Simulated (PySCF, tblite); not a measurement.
Isomers of C4H11FOSi2. Calculated harmonic vibrations of the isolated species, GFN2-xTB (tblite), most abundant isotopes, no scaling. The method is semi-empirical: single wavenumbers can be off by several per cent or more. Modes of hydrogen on silicon can be 10 to 20 % off. One conformer each.

Electronic energies: PBE0/pcSseg-1 single points on the GFN2-xTB geometries (PySCF, gas phase).

| SMILES | electronic energy, lowest = 0 (kcal/mol) |
| --- | --- |
| O=C(CC[SiH3])C[SiH2]F | 0.0 |
| CO[C@@H]1[SiH2][Si@H](F)[C@H]1C | 25.7 |
| F/C=C/C[SiH2]CO[SiH3] | 46.4 |
| F/C=C\O[SiH2]CC[SiH3] | 40.1 |

**Question.** How do GFN2-xTB zero-point energies change the relative energies?

**Answer.** 
| SMILES | ZPE (kcal/mol) | of it from modes above 1550 cm⁻¹ | electronic (kcal/mol) | with ZPE, lowest = 0 (kcal/mol) | lowest mode (cm⁻¹) | rings |
| --- | --- | --- | --- | --- | --- | --- |
| O=C(CC[SiH3])C[SiH2]F | 85.0 | 44.4 | 0.0 | 0.0 | 26 | 0 |
| CO[C@@H]1[SiH2][Si@H](F)[C@H]1C | 87.8 | 43.3 | 25.7 | 28.5 | 31 | 1 |
| F/C=C\O[SiH2]CC[SiH3] | 83.9 | 44.5 | 40.1 | 39.0 | 27 | 0 |
| F/C=C/C[SiH2]CO[SiH3] | 83.4 | 44.3 | 46.4 | 44.8 | 24 | 0 |

The zero-point energies span 4.4 kcal/mol, from `F/C=C/C[SiH2]CO[SiH3]` to `CO[C@@H]1[SiH2][Si@H](F)[C@H]1C`. The order is unchanged.

**Question.** And how do the electronic energies of GFN2-xTB itself compare?

**Answer.** `O=C(CC[SiH3])C[SiH2]F` 0.0; `CO[C@@H]1[SiH2][Si@H](F)[C@H]1C` 28.2; `F/C=C\O[SiH2]CC[SiH3]` 30.1; `F/C=C/C[SiH2]CO[SiH3]` 29.1 kcal/mol, lowest = 0. Against the energies above, taken from the same isomer `O=C(CC[SiH3])C[SiH2]F`, the largest difference is 17.3 kcal/mol.

**Question.** What do entropy and thermal enthalpy add at 298.15 K and 1 bar (rigid rotor, harmonic oscillator, one conformer each)?

**Answer.** 
| SMILES | point group | symmetry number | S (cal/(mol K)) | H − H(0) (kcal/mol) | ZPE + H − H(0) − TS (kcal/mol) |
| --- | --- | --- | --- | --- | --- |
| O=C(CC[SiH3])C[SiH2]F | C1 | 1 | 107.3 | 7.73 | 60.7 |
| CO[C@@H]1[SiH2][Si@H](F)[C@H]1C | C1 | 1 | 104.3 | 7.76 | 64.4 |
| F/C=C\O[SiH2]CC[SiH3] | C1 | 1 | 110.8 | 8.11 | 59.0 |

Not tabulated: `F/C=C/C[SiH2]CO[SiH3]` (lowest mode only 24 cm⁻¹).
